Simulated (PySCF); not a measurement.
Molecule: SMILES CC#[N+][AlH2-][F], C₂H₅AlFN.

Geometry:
| atom | x (Å) | y (Å) | z (Å) |
| --- | --- | --- | --- |
| C1 | -2.351 | -0.132 | -0.086 |
| C2 | -0.911 | -0.178 | 0.014 |
| N3 | 0.237 | -0.218 | 0.096 |
| Al4 | 2.276 | -0.297 | 0.237 |
| F5 | 2.401 | -1.799 | 0.994 |
| H6 | -2.699 | 0.903 | 0.039 |
| H7 | -2.795 | -0.760 | 0.699 |
| H8 | -2.668 | -0.505 | -1.071 |
| H9 | 2.531 | 0.970 | 1.172 |
| H10 | 2.655 | -0.267 | -1.313 |

Geometry PBE0-D3(BJ)/def2-SVP throughout; GIAO in PySCF 2.14, gas phase, one conformer, non-relativistic; equivalent atoms averaged; basis pcSseg-2.

Task: How do the absolute shieldings σ depend on the functional? (ppm; last column core-seconds on 1 thread of an Arm Neoverse V1, shared host)

Result: 
| functional | kind | C2 | C1 | N3 | Al4 | F5 | H9/H10 | H6/H7/H8 | core-s |
| --- | --- | --- | --- | --- | --- | --- | --- | --- | --- |
| PBE0 | global hybrid | 57.6 | 183.6 | 18.2 | 452.8 | 380.0 | 27.22 | 29.06 | 23 |
| mPW1PW91 | global hybrid | 57.1 | 182.7 | 17.3 | 453.5 | 380.5 | 27.32 | 29.10 | 22 |
| WP04 | global hybrid | 49.9 | 168.9 | 12.2 | 467.8 | 390.5 | 28.54 | 29.33 | 24 |
| B97-2 | global hybrid | 59.6 | 182.3 | 22.8 | 463.7 | 383.2 | 27.49 | 29.16 | 23 |
| BHandHLYP | global hybrid | 56.6 | 184.0 | 16.8 | 463.4 | 387.8 | 27.67 | 29.20 | 22 |
| CAM-B3LYP | range-separated hybrid | 55.0 | 183.0 | 16.5 | 445.9 | 379.6 | 27.39 | 29.15 | 32 |
| wB97X-D | range-separated hybrid | 57.1 | 183.4 | 17.9 | 456.2 | 382.3 | 27.43 | 29.18 | 30 |
| LC-wPBE | range-separated hybrid | 56.7 | 187.1 | 20.8 | 451.7 | 386.0 | 27.44 | 29.19 | 40 |

Task: Which nucleus moves most, in ppm?

Result: Al4 (aluminium bonded to F, N, 2 H): from 445.9 ppm with CAM-B3LYP to 467.8 ppm with WP04. The smallest spread is 0.27 ppm, at H6/H7/H8. Proton shifts span only some 12 ppm, so a few tenths of a ppm matter as much there as several ppm in carbon.
